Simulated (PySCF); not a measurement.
Geometry (Å), atoms numbered from 1 in this order:
```xyz
22

C     3.417    0.140   -0.047
Si    1.737    0.625   -0.797
P     0.129    0.223    0.778
N    -0.457   -1.264    0.095
C    -0.643   -2.475    0.872
C    -1.431   -0.958   -0.869
C    -1.780    0.327   -0.922
N    -1.112    1.154   -0.005
C    -1.890    2.173    0.674
H     4.225    0.396   -0.723
H     3.594    0.657    0.892
H     3.474   -0.926    0.150
H     1.564   -0.100   -2.065
H     1.747    2.063   -1.112
H     0.137   -2.527    1.629
H    -1.619   -2.519    1.369
H    -0.551   -3.341    0.212
H    -1.811   -1.755   -1.484
H    -2.496    0.776   -1.586
H    -2.232    2.908   -0.058
H    -2.764    1.769    1.196
H    -1.248    2.673    1.398
```

[PySCF 2.14.0 with density-fitted response routines: coordinates at the GFN2-xTB level; shieldings: GIAO PBE0/pcSseg-1; rapidly exchanging positions averaged; non-relativistic Hamiltonian; no solvent; one computed conformer]

Problem. Predict the 2D correlation tables (HSQC, COSY, HMBC).

Solution. 

HSQC (one-bond C–H):
```csv
δH,δC
5.61 (H18/H19),130.3 (C6/C7)
2.67 (H15/H16/H17/H20/H21/H22),42.0 (C5/C9)
0.10 (H10/H11/H12),-8.9 (C1)
```

COSY cross peaks (H two or three bonds apart, from the bond graph; peaks can be absent where the dihedral angle is near 90°):
```csv
δH,δH
4.27 (H13/H14),0.10 (H10/H11/H12)
```

HMBC (two and three bonds, from the bond graph):
```csv
δH,δC
5.61 (H18/H19),"130.3 (C6/C7), 42.0 (C5/C9)"
4.27 (H13/H14),-8.9 (C1)
2.67 (H15/H16/H17/H20/H21/H22),130.3 (C6/C7)
```

References, each an isolated molecule treated in the same way: TMS for $^{1}$H (31.72 ppm), $^{13}$C (186.93 ppm).

Short H···H contacts in this conformer between protons four or more bonds apart (candidates for NOE cross peaks, intensity ∝ r⁻⁶): H19···H20 2.64 Å, H17···H18 2.64 Å.

Shifts are as computed. Against solution values, carbons near 30 ppm lie about +3 ppm off and those near 130 ppm about +5 ppm. Of 1211 compounds with measured shifts, 218 miss one by over three times the rms of a fit or turn the order of signals round; such compounds aren't used in these exercises.
